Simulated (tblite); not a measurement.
Species: C₄H₁₂B₂N₂O.
Bonds: C1–O2, O2–B3, B3–N4, B3–N5, N5–B6, B6–C7, C7–C8, C8–C9, C7–C9. Hydrogens: H10, H11, H12 on C1; H13, H14 on N4; H15 on N5; H16 on B6; H17 on C7; H18, H19 on C8; H20, H21 on C9.

Computed with GFN2-xTB (tblite), gas phase: L-BFGS steps from a force-field or distance-geometry start until the largest atomic force falls under 0.01 eV/Å.

Step 124: E = -738.7200 eV
```
atom  x, y, z in Å  |  force x, y, z in eV/Å
C1     -3.5112   -1.0119   -0.5687   -0.018  -0.005  -0.019
O2     -2.1360   -0.8106   -0.3726   -0.041   0.012   0.020
B3     -1.6653    0.3362    0.1963   -0.018   0.001   0.006
N4     -2.5222    1.3837    0.6043    0.003  -0.019  -0.021
N5     -0.2439    0.4795    0.4124   -0.005   0.002  -0.013
B6      0.8310   -0.3186    0.0024    0.000   0.014   0.018
C7      2.2792    0.1042    0.4301   -0.003   0.003  -0.012
C8      3.3102    0.4355   -0.6303    0.002  -0.015   0.001
C9      3.4719   -0.7911    0.1968   -0.036   0.006   0.028
H10    -3.9221   -0.2812   -1.2753   -0.001  -0.016   0.001
H11    -3.6491   -2.0131   -0.9799    0.048  -0.002   0.009
H12    -4.0648   -0.9356    0.3752    0.019  -0.030  -0.038
H13    -2.1895    2.2428    0.9985    0.003   0.041   0.028
H14    -3.5166    1.3708    0.4668    0.041   0.024   0.022
H15    -0.0022    1.3113    0.9344   -0.004  -0.016   0.022
H16     0.6210   -1.2596   -0.6622    0.011   0.038   0.015
H17     2.3626    0.7362    1.3130   -0.021  -0.025  -0.031
H18     3.9670    1.2743   -0.4458    0.007  -0.024  -0.031
H19     3.0274    0.3242   -1.6661   -0.002  -0.006   0.004
H20     3.2875   -1.7469   -0.2702    0.029   0.014  -0.004
H21     4.2562   -0.8130    0.9402   -0.014   0.004  -0.004
```

Step 125: E = -738.7206 eV
```
atom  x, y, z in Å  |  force x, y, z in eV/Å
C1     -3.5108   -1.0126   -0.5701   -0.007  -0.003  -0.031
O2     -2.1363   -0.8094   -0.3718   -0.031   0.015   0.019
B3     -1.6657    0.3367    0.1989   -0.020  -0.012  -0.002
N4     -2.5222    1.3829    0.6099    0.018   0.006  -0.011
N5     -0.2439    0.4795    0.4131   -0.014   0.007  -0.018
B6      0.8302   -0.3178   -0.0005    0.001   0.024   0.017
C7      2.2784    0.1052    0.4272   -0.004  -0.005  -0.018
C8      3.3116    0.4336   -0.6318    0.008  -0.021   0.000
C9      3.4718   -0.7911    0.1983   -0.051   0.012   0.036
H10    -3.9204   -0.2866   -1.2816   -0.005   0.007  -0.003
H11    -3.6471   -2.0147   -0.9793    0.048  -0.015   0.022
H12    -4.0659   -0.9316    0.3718    0.007  -0.038  -0.028
H13    -2.1901    2.2429    1.0037    0.005   0.024   0.022
H14    -3.5165    1.3706    0.4740    0.020   0.018   0.016
H15    -0.0019    1.3114    0.9342    0.000  -0.013   0.031
H16     0.6165   -1.2554   -0.6685    0.022   0.031   0.018
H17     2.3606    0.7399    1.3083   -0.021  -0.029  -0.030
H18     3.9687    1.2717   -0.4470    0.011  -0.015  -0.031
H19     3.0325    0.3205   -1.6682   -0.008  -0.008   0.001
H20     3.2881   -1.7486   -0.2652    0.028   0.016  -0.008
H21     4.2536   -0.8101    0.9442   -0.008   0.000  -0.002
```

**Question.** Estimate the geometry and energy of step 126. (The exact step hangs on the optimiser's Hessian estimate; all steps are aligned on step 125, rigid shifts and turns removed.)

**Answer.** E = -738.7217 eV, largest force 0.063 eV/Å
```
atom  x, y, z in Å  |  force x, y, z in eV/Å
C1     -3.5107   -1.0129   -0.5742    0.007  -0.003  -0.040
O2     -2.1379   -0.8084   -0.3679   -0.010   0.013   0.008
B3     -1.6667    0.3359    0.2050   -0.026  -0.011  -0.003
N4     -2.5213    1.3809    0.6239    0.034   0.006  -0.017
N5     -0.2442    0.4767    0.4145   -0.024   0.025  -0.011
B6      0.8288   -0.3172   -0.0075   -0.007   0.034   0.006
C7      2.2761    0.1077    0.4203   -0.021  -0.011  -0.018
C8      3.3134    0.4291   -0.6360    0.025  -0.016   0.002
C9      3.4706   -0.7896    0.2030   -0.047   0.005   0.042
H10    -3.9145   -0.2956   -1.2969   -0.008   0.033  -0.006
H11    -3.6424   -2.0180   -0.9767    0.036  -0.029   0.037
H12    -4.0713   -0.9210    0.3626   -0.013  -0.049  -0.020
H13    -2.1872    2.2419    1.0134    0.018   0.028   0.030
H14    -3.5152    1.3728    0.4894   -0.007   0.005   0.007
H15    -0.0005    1.3065    0.9381    0.001  -0.015   0.038
H16     0.6115   -1.2472   -0.6843    0.035   0.020   0.024
H17     2.3548    0.7488    1.2969   -0.020  -0.030  -0.022
H18     3.9695    1.2681   -0.4519    0.015  -0.009  -0.035
H19     3.0402    0.3105   -1.6729   -0.014  -0.014  -0.011
H20     3.2909   -1.7515   -0.2533    0.027   0.024  -0.008
H21     4.2473   -0.8006    0.9542    0.002  -0.008  -0.004
```

The energy changes by -0.0011 eV. The first-order estimate −F·Δx gives -0.0015 eV and the mean of the old and new forces, exact on a quadratic surface, -0.0011 eV. The step makes an angle of 79° with the force vector and moves no atom by more than 0.019 Å.

The cost below is that of the whole relaxation. On one thread, Arm Neoverse N1 (aarch64), no GPU (shared host), this took 2.6 s of wall time.
